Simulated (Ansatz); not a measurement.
`C=[C]([GaH2])[InH2]` + `C[S][AlH][OH]` → `C[S][AlH][O][InH2]` + `C=[CH][GaH2]`  (ligand exchange at the In–C bond)

Gas-phase electronic energies from Ansatz, PBE0-D4/def2-TZVP geometries. CCSD(T)/CBS adds triple-zeta CCSD(T) − MP2 to the extrapolated MP2 energy (def2 sets, frozen cores). Functionals use def2-TZVPP. B3LYP here is the variant with VWN-RPA as its local correlation; programs differ in this. Elements past krypton have def2 core potentials. For Ga, In outer-core shells are correlated without core-valence functions, which leaves a few kJ/mol of doubt a bond. Scalar relativity is left out up to krypton. One conformer a species, not always the lowest.

```tsv
level	ΔE (kJ/mol)
B3LYP-D4	-72.3
CCSD/def2-SVP	-83.0
```

Problem. What does CCSD(T)/CBS give? (Best estimate.)

Solution. Computed: -69.4 kJ/mol. The listed levels differ from it by -2.9, -13.6 kJ/mol.

Largest T1 diagnostic among the species: 0.015.

From r2SCAN to r2SCAN0 (25 % exact exchange), in def2-TZVPP and without D4, ΔE moves by +3.1 kJ/mol. In def2-TZVPP, CCSD(T) changes the Hartree–Fock value by +15.5 kJ/mol (the triples alone add +2.0 kJ/mol) and MP2 by +19.6 kJ/mol.
